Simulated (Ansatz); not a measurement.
Born–Oppenheimer molecular dynamics of GaH$_{4}$NO (7 atoms, charge 0, multiplicity 1). It starts from a relaxed structure.

Computed with RKS PBE-D4/def2-SVP in Ansatz.

```json
{
 "ensemble": "NVT, Nosé–Hoover chain",
 "time step": "0.5 fs",
 "steps asked": "300",
 "set temperature": "1500 K",
 "thermostat": "time constant 20 fs, chain length 5",
 "seed": "882646"
}
```

First frame:

```xyz
7
Properties=species:S:1:pos:R:3
Ga -0.025 0.057 -0.047
O -0.017 -0.274 1.729
H -0.907 -0.445 2.087
H 1.341 0.361 -0.731
N -1.626 0.016 -0.921
H -2.527 -0.188 -0.487
H -1.720 0.191 -1.923
```

Task: How far do the bonds stretch over the last three quarters of this one trajectory? (Pairs bonded in most of those frames.)

Result: 
```tsv
bond	mean (Å)	spread (Å)	shortest	longest
Ga1–O2	1.819	0.045	1.76	1.91
Ga1–H4	1.586	0.034	1.52	1.65
Ga1–N5	1.851	0.037	1.79	1.91
O2–H3	0.979	0.016	0.94	1.02
N5–H6	1.042	0.067	0.93	1.18
N5–H7	1.046	0.070	0.93	1.17
```

Mean temperature of the second half: 1277 K. The conserved energy stayed within 2.1 meV per atom of its start (net change 0.47 meV per atom), so the integration is sound. The mean temperature of the second half is 15 % below the set value. A run of 0.15 ps of so small a system gives no equilibrium averages.

Time of the run: 5.1 min on 1 thread of Intel(R) Xeon(R) 6975P-C (Granite Rapids), on a shared host, peak memory 0.13 GiB.
